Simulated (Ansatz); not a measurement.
Species: H4GeO2, SMILES `[OH][GeH2][OH]` (H–O–Ge–O torsion -57°, O–Ge–O–H torsion 105°) (charge 0, multiplicity 1).

Give a relaxed geometry from PBE0-D3(BJ)/def2-TZVP in Ansatz (a quantum-chemistry and plane-wave program).

Several could match; the one computed here: the end point of this relaxation, one of several conformers (outside a Z-matrix the atoms follow the SMILES, hydrogens last).
Cartesian coordinates (Å) in one orientation:
```xyz
7

O     -1.588    -0.348    -0.064
Ge    -0.028     0.438     0.231
O      1.239    -0.796     0.409
H     -1.583    -0.924    -0.832
H      0.353     1.349    -0.955
H     -0.201     1.141     1.574
H      1.807    -0.860    -0.361
```
